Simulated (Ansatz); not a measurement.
Consider the atomization: `[CH2]1[AlH][GaH]1` → Al• + C• + Ga• + 4 H•.

Program: Ansatz. Geometries: PBE0-D4/def2-TZVP. ΔE: electronic, gas phase. CBS: MP2 limit from def2 TZ/QZ plus the TZ coupled-cluster correction, frozen cores. This one scheme is used for every species, atoms too. Functionals use def2-TZVPP. B3LYP here is the variant with VWN-RPA as its local correlation; programs differ in this. HSE06 is defined as in plane-wave codes. No spin–orbit coupling; open shells (•) take unrestricted orbitals. Spin–orbit coupling would lower the free atoms: a little for Al, C; clearly for Ga. For Ga outer-core shells are correlated without core-valence functions, so the limit isn't a true one: a few kJ/mol of doubt a bond, and 10 to 20 or more in all where bonds break to atoms. Scalar relativity is left out up to krypton.

| level | ΔE (kcal/mol) | difference from CCSD(T)/CBS |
| --- | --- | --- |
| LDA (SPW92) | 515.3 | 61.6 |
| PBE-D4 | 455.5 | 1.8 |
| revPBE-D4 | 444.8 | -8.9 |
| BLYP-D4 | 443.4 | -10.3 |
| r2SCAN-D4 | 457.1 | 3.4 |
| B97M-V | 461.0 | 7.3 |
| PBE0-D4 | 450.5 | -3.2 |
| B3LYP-D4 | 447.0 | -6.7 |
| r2SCANh-D4 | 454.3 | 0.6 |
| r2SCAN0-D4 | 450.5 | -3.2 |
| HSE06-D4 | 450.8 | -2.9 |
| BHLYP-D4 | 437.6 | -16.1 |
| CAM-B3LYP-D4 | 448.6 | -5.1 |
| ωB97X-V | 452.8 | -0.9 |
| ωB97M-V | 450.5 | -3.2 |
| B2PLYP | 444.0 | -9.7 |
| PBE-QIDH | 450.5 | -3.2 |
| PBE | 452.4 | -1.3 |
| BLYP | 436.8 | -16.9 |
| PBE0 | 447.9 | -5.8 |
| B3LYP | 442.0 | -11.7 |
| r2SCANh | 453.6 | -0.1 |
| r2SCAN0 | 449.6 | -4.1 |
| HSE06 | 448.4 | -5.3 |
| BHLYP | 433.0 | -20.7 |
| CAM-B3LYP | 446.0 | -7.7 |
| LC-ωPBE | 449.5 | -4.2 |
| HF/def2-SVP | 325.0 | -128.7 |
| MP2/def2-SVP | 427.9 | -25.8 |
| CCSD/def2-SVP | 419.9 | -33.8 |
| CCSD(T)/def2-SVP | 425.9 | -27.8 |
| HF/def2-TZVPP | 321.5 | -132.2 |
| MP2/def2-TZVPP | 446.4 | -7.3 |
| SCS-MP2/def2-TZVPP | 444.3 | -9.4 |
| CCSD/def2-TZVPP | 435.8 | -17.9 |
| CCSD(T)/def2-TZVPP | 443.8 | -9.9 |
| HF/def2-QZVPP | 321.9 | -131.8 |
| HF/CBS(def2) | 322.0 | -131.7 |
| MP2/CBS(def2) | 456.3 | 2.6 |
| CCSD/CBS(def2) | 445.7 | -8.0 |
| CCSD(T)/CBS | 453.7 | 0 |

Largest T1 diagnostic among the species: 0.018.

The D4 term adds +5.0 kcal/mol with B3LYP and +2.6 kcal/mol with PBE0; it sums over pairs of atoms, weighted by their polarisabilities, and B3LYP, whose exchange is more repulsive, gets the larger term. From r2SCAN to r2SCAN0 (25 % exact exchange), in def2-TZVPP and without D4, ΔE moves by −6.8 kcal/mol: exact exchange takes away binding that semilocal exchange gives to molecules.

For atomizations the MP2-based limit and the directly extrapolated one differ by several kJ/mol either way, and by 10 to 25 for some Ge, Se and Sn compounds, so smaller differences from it don't rank the levels.
